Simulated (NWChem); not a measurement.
C₂H₄O₂Si; SMILES C1(=O)[SiH2]CO1

```xyz
9

O      0.4819    -2.0320     0.0000
C      0.1456    -0.8810     0.0000
O     -1.1801    -0.4575     0.0000
C     -1.0991     1.0081     0.0000
Si     0.8177     0.9603     0.0000
H     -1.5979     1.4126    -0.9038
H     -1.5979     1.4126     0.9038
H      1.5272     1.4420     1.2328
H      1.5272     1.4420    -1.2328
```
Atoms are numbered in this order, from 1.

Computed with NWChem. Pople sets run with spherical d functions. Geometry: optimised at PBE-D3(BJ)/def2-SVP.

Task: Taking PBE0/6-311++G** as the yardstick, which of these has the fewest basis functions while keeping “dipole (D)” within 0.2 D of it: PBE0/6-31+G*; PBE0/6-31G*; PBE0/6-311G**; PBE0/3-21G; PBE0/STO-3G?

Result: PBE0/6-31+G* (a larger set in the list lies outside the tolerance).
```
level            basis functions  dipole (D)
---------------  ---------------  ----------
PBE0/STO-3G                   33        3.21
PBE0/3-21G                    57        4.23
PBE0/6-31G*                   82        4.23
PBE0/6-31+G*                 102        4.61
PBE0/6-311G**                122        4.32
PBE0/6-311++G**              146        4.60
```

The yardstick is one finite set, not the basis-set limit.
